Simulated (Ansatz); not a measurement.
Reaction (cleavage of the Si–Si bond): `C[Si](O)(O)[SiH3]` + `[OH][Ga]([OH])[OH]` → `[OH][Ga]([OH])[O][SiH3]` + `C[SiH](O)O`

Computed with Ansatz on PBE0-D4/def2-TZVP structures; ΔE is electronic, products minus reactants. CBS: MP2 limit from def2 TZ/QZ plus the TZ coupled-cluster correction, frozen cores. For Ga outer-core shells are correlated without core-valence functions, which leaves a few kJ/mol of doubt a bond. Scalar relativity is left out up to krypton. One conformer a species, not always the lowest.

`C[Si](O)(O)[SiH3]`:

Z-matrix (Å, degrees):
```
C
Si 1 1.866
H 1 1.094 2 111.0
H 1 1.093 2 110.5 3 119.8
H 1 1.094 2 111.5 3 -120.5
O 2 1.643 1 112.3 3 -61.3
O 2 1.655 1 109.3 3 56.5
Si 2 2.347 1 111.8 3 -179.5
H 6 0.959 2 117.2 1 77.0
H 7 0.958 2 117.6 1 33.8
H 8 1.489 2 111.3 1 58.8
H 8 1.487 2 111.5 1 -179.6
H 8 1.492 2 109.5 1 -60.0
```

`[OH][Ga]([OH])[OH]`:

```xyz
7

O     1.259   -1.151   -0.488
Ga    0.000    0.000    0.000
O    -1.234   -0.483    1.180
O    -0.025    1.633   -0.692
H     1.181   -2.004   -0.054
H    -1.866    0.214    1.373
H     0.685    1.789   -1.319
```

`[OH][Ga]([OH])[O][SiH3]`:

Cartesian coordinates in Å:
```
O -1.353 -1.721 -0.503
Ga -0.395 -0.346 -1.069
O -0.305 0.062 -2.791
O 0.483 0.631 0.112
Si 0.718 0.668 1.730
H -1.795 -2.194 -1.212
H 0.247 0.827 -2.968
H 1.594 1.827 2.042
H -0.571 0.825 2.456
H 1.378 -0.579 2.204
```

`C[SiH](O)O`:

Cartesian coordinates in Å:
```
C -0.192 0.357 1.294
Si -0.256 -0.009 -0.520
O 0.986 0.849 -1.179
O -0.142 -1.618 -0.849
H 0.776 0.075 1.717
H -0.334 1.426 1.475
H -0.972 -0.188 1.829
H -1.548 0.371 -1.143
H 1.072 0.831 -2.134
H 0.609 -2.093 -0.489
```

```json
{"level": "SCS-MP2/def2-TZVPP", "ΔE (kJ/mol)": "-129.9"}
{"level": "HF/def2-QZVPP", "ΔE (kJ/mol)": "-149.2"}
```

(1) What does CCSD(T)/CBS give? (An estimate is asked.)

Largest T1 diagnostic among the species: 0.014.

## Answers

(1) The calculation gave: -115.3 kJ/mol. The listed levels differ from it by -14.6, -33.9 kJ/mol.

In def2-TZVPP, CCSD(T) changes the Hartree–Fock value by +29.6 kJ/mol (the triples alone add +4.1 kJ/mol) and MP2 by +22.3 kJ/mol. From PBE to PBE0 (25 % exact exchange), in def2-TZVPP and without D4, ΔE moves by −10.5 kJ/mol. The D4 term adds +3.2 kJ/mol with B3LYP and +1.9 kJ/mol with PBE0; it sums over pairs of atoms, weighted by their polarisabilities, and B3LYP, whose exchange is more repulsive, gets the larger term.

B3LYP here is the variant with VWN-RPA as its local correlation; programs differ in this.
